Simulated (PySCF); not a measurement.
# Working with the constants of SeN

UHF-CCSD(T) constants of SeN, ²Π (doublet), unpaired electrons π ↑ (basis Se 6-31G(d,p), N 6-31G(d,p); no relativity; PySCF 2.14; masses 79.9165 and 14.0031 u):

```
ωe           : 914.5 cm⁻¹
ωexe         : 5.42 cm⁻¹
Be           : 0.50132 cm⁻¹
αe           : 0.00396 cm⁻¹
De to Se + N : 2.90 eV
```

Q: What force constant and bond length do these constants imply?

A: Reduced mass μred = 11.915 u; k = 5.8918×10⁻⁷·μred·ωe² (u, cm⁻¹, mdyn/Å) = 5.87 mdyn/Å; Re = √(16.8576/(μred·Be)) (u, cm⁻¹, Å) = 1.680 Å.

Q: Estimate the centrifugal constant D from the Kratzer relation and find the Dunham coefficient a1.

A: D = 4Be³/ωe² = 6.03e-07 cm⁻¹; a1 = −1 − αeωe/(6Be²) = -3.40.

Correlated steps freeze 10 core orbitals. Correlated levels converge slowly with the basis: in double zeta they bind strong bonds too weakly, by up to about 1 eV, and carry superposition errors of some tenths. Spin–orbit coupling is left out. The state was picked by a PBE0 search and need not be the measured ground state.
